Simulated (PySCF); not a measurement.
CH4BrFOSi, SMILES C[Si](O)(F)Br.

Coordinates come from a PBE-D3(BJ)/def2-SVP optimisation. Other conformers were not sampled.

Method: TDDFT-B3LYP/def2-SVPD (PySCF 2.14.0).

Vertical excitations. Gas-phase values at a fixed geometry.

Computed excitation energies, oscillator strengths and character:
| state | energy (eV) | λ (nm) | f | main pairs |
|---|---|---|---|---|
| S1 | 7.01 | 177 | 0.034 | HOMO→LUMO 91 % |
| S2 | 7.07 | 175 | 0.070 | HOMO−1→LUMO 90 % |
| S3 | 7.60 | 163 | 0.001 | HOMO→LUMO+1 87 % |
| S4 | 7.69 | 161 | 0.008 | HOMO−1→LUMO+1 83 % |
| S5 | 8.19 | 151 | 0.106 | HOMO−2→LUMO 83 % |
| S6 | 8.26 | 150 | 0.021 | HOMO−1→LUMO+2 47 %, HOMO→LUMO+2 40 % |
| S7 | 8.29 | 150 | 0.002 | HOMO→LUMO+2 46 %, HOMO−1→LUMO+2 38 %, HOMO−1→LUMO+3 7 % |
| S8 | 8.46 | 147 | 0.016 | HOMO→LUMO+3 59 %, HOMO−3→LUMO 19 %, HOMO−1→LUMO+3 10 % |
| S9 | 8.48 | 146 | 0.028 | HOMO−3→LUMO 53 %, HOMO−1→LUMO+3 26 % |
| S10 | 8.61 | 144 | 0.012 | HOMO−1→LUMO+3 31 %, HOMO−2→LUMO+1 28 %, HOMO→LUMO+3 14 %, HOMO−3→LUMO 10 % |
| T1 | 6.67 | 186 | 0 | HOMO→LUMO 77 %, HOMO→LUMO+1 17 % |
| T2 | 6.71 | 185 | 0 | HOMO−1→LUMO 75 %, HOMO−1→LUMO+1 19 % |
| T3 | 7.32 | 169 | 0 | HOMO→LUMO+1 66 %, HOMO→LUMO 15 % |
| T4 | 7.43 | 167 | 0 | HOMO−1→LUMO+1 64 %, HOMO−1→LUMO 21 % |
Triplets are in the Tamm–Dancoff approximation, which puts them higher than full response would, so one can lie above its singlet here.
